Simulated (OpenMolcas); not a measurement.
# Ar II: effect of the active space

- Program: OpenMolcas
- Method: XMS-CASPT2 or its RAS form, IPEA 0.25 Eh, imaginary shift 0.1 Eh
- Basis: ANO-RCC-VTZP
- Scalar Hamiltonian: DKH2, point nucleus
- Spin-orbit coupling: RASSI with atomic mean-field integrals over the reference wave functions, term energies averaged over their components

A. 7 electrons in 4 orbitals (3s 3p); 2S+1 = 2 odd, 3 roots; 2S+1 = 2 even, 1 root; closed shells correlated: 2s 2p; CASPT2 step about 0.6 core-seconds
B. 7 electrons in 8 orbitals (3s 3p 4s 4p); 2S+1 = 2 odd, 3 roots; 2S+1 = 2 even, 1 root; closed shells correlated: 2s 2p; CASPT2 step about 1.5 core-seconds
C. 7 electrons in 9 orbitals (RAS2 3s 3p; RAS3 3d, at most 2 electrons); 2S+1 = 2 odd, 3 roots; 2S+1 = 2 even, 1 root; closed shells correlated: 2s 2p; CASPT2 step of the order of 2 core-seconds

Energies in cm-1 above 3s2 3p5 2P* 3/2, the measured ground level; measured values from NIST Handbook of Basic Atomic Spectroscopic Data.

| Level | A | B | C | Measured |
| --- | --- | --- | --- | --- |
| 3s2 3p5 2P* 3/2 | 0.0 | 0.0 | 0.0 | 0.0 |
| 3s2 3p5 2P* 1/2 | 1335 | 1348 | 1268 | 1432 |
| 3s 3p6 2S 1/2 | 128430 | 126950 | 114980 | 108722 |

Deviations, from unrounded energies. A percentage is the sum of absolute deviations over the sum of measured energies, with the sign that they share, or ± where signs differ.

| Against measurement | Levels | A | B | C |
| --- | --- | --- | --- | --- |
| mean absolute deviation (cm-1) | 2 | 9900 | 9200 | 3200 |
| fine structure of the ground term (%) | 1 | -6.7 | -5.9 | -11.4 |
| other configurations (%) | 1 | +18.1 | +16.8 | +5.8 |

C lies closest to measurement on these levels and A furthest from it. The largest miss of C in the table is 3s 3p6 2S 1/2, by +6300 cm-1. The ranking rests on the paired levels alone, and a cruder setting can come out closer through cancelling errors.

Among A to C the level of the table that moves most is 3s 3p6 2S 1/2, by 13000 cm-1 (lowest in C, highest in A). Moves below CASPT2's spread within the term are not significant.

CASPT2 breaks the degeneracy within a term, and the mean is taken; among the terms shown or strongly mixed into the levels shown the widest spread is 130 cm-1 (3s2 3p5 2P*, B). Over all roots computed the reference weight is 0.87 to 0.94 in A, 0.87 to 0.95 in B; the roots of lowest weight are the least certain, and an intruder state may touch them. Active for correlation alone: 4p 4s; no level in the range computed is led by a configuration that fills them, so any true level of that kind is missing (holds for B). Active for correlation alone: 3d; no level in the range computed is led by a configuration that fills it, so any true level of that kind is missing (holds for C). Some terms mix strongly with configurations of 3d, whose occupation reaches 0.30 (3s 3p6 2S) (holds for C). Measured partners are found by configuration, term and J. A level has none where our copy of the source lacks it or the pairing is in doubt (some pairs that miss far off the trend of their configuration count as doubtful), and it then counts in no deviation. Only configurations of the active space appear.

* marks odd parity.
